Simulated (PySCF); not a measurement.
Structure problem from calculated spectra and properties.

Elements present: C, H, N, O and Si. Monoisotopic mass: 105.0066 u.

| Item | Value |
| --- | --- |
| Rotational structure | rotational constants A, B, C: 4.033, 2.867, 1.742 GHz [GFN2-xTB] |
| Dipole | 3.51 D [PBE0/pcSseg-1] |
| 1H NMR | chemical shifts (computed TMS as zero) by class: 8.24 (1 H), 4.63 (2 H), 4.22 (1 H), 4.00 (3 H) ppm [GIAO PBE0/pcSseg-1] |
| NMR, other nuclei | isotropic shieldings of nuclei other than C and H, by class: 147 (1 N), -82 (1 O), 416 (1 Si), 473 (1 Si) ppm [GIAO PBE0/pcSseg-1] |
| 13C NMR | chemical shifts (computed TMS as zero) by class: 168.7 (1 C) ppm [GIAO PBE0/pcSseg-1] |

Gas-phase values; electronic properties from PySCF, density fitting. Levels stand in brackets. One conformer (not necessarily the lowest) at the GFN2-xTB geometry, without solvent, vibrations or thermal averaging. Each NMR value is the plain mean over a class of atoms that symmetry, rotation or inversion makes alike.

Problem. Which formula fits the mass and the elements?

Solution. CH7NOSi2 (calculated 105.0066). No other formula that holds each of these elements comes within 0.0003 u with a fitting electron parity and a possible valence count.

Problem. What is the compound? Reason from the data.

Solution. Numbering: `[O:1]=[CH:2][NH:3][SiH2:4][SiH3:5]`. Its formula, CH7NOSi2, gives 1 degree of unsaturation: 0 rings and 1 π bond in the structure found. The one carbon: amide carbonyl carbon [C2] (168.7 ppm). Hydrogen classes from least to most shielded: 1 H on an amide carbonyl carbon, C2 (8.24 ppm), 2 H on an SiH2 silicon, Si4 (4.63 ppm), 1 H on an amide nitrogen, N3 (4.22 ppm), 3 H on an SiH3 silicon, Si5 (4.00 ppm, a mean of values up to 0.7 ppm apart in this geometry). The other shieldings belong to: 147 ppm, amide nitrogen [N3]; -82 ppm, amide oxygen [O1]; 416 ppm, SiH2 silicon [Si4]; 473 ppm, SiH3 silicon [Si5]. The optimised geometry has point group Cs and is an asymmetric top. Structure: `O=CN[SiH2][SiH3]`. Computed isomers that give other values at the same levels: `C=N[SiH2]O[SiH3]` (1H chemical shifts (computed TMS as zero) by class: 8.79 (1 H), 8.66 (1 H), 5.28 (2 H), 5.22 (3 H) ppm); `O=CN([SiH3])[SiH3]` (13C chemical shifts (computed TMS as zero) by class: 174.0 (1 C) ppm); `NC(=O)[SiH2][SiH3]` (13C chemical shifts (computed TMS as zero) by class: 183.0 (1 C) ppm). The assignments are read from this structure; whether some other isomer fits the data as well wasn't checked.

Conformer computed: `[O:1]=[CH:2][NH:3][SiH2:4][SiH3:5]`: O1–C2–N3–Si4 0°, C2–N3–Si4–Si5 0°.
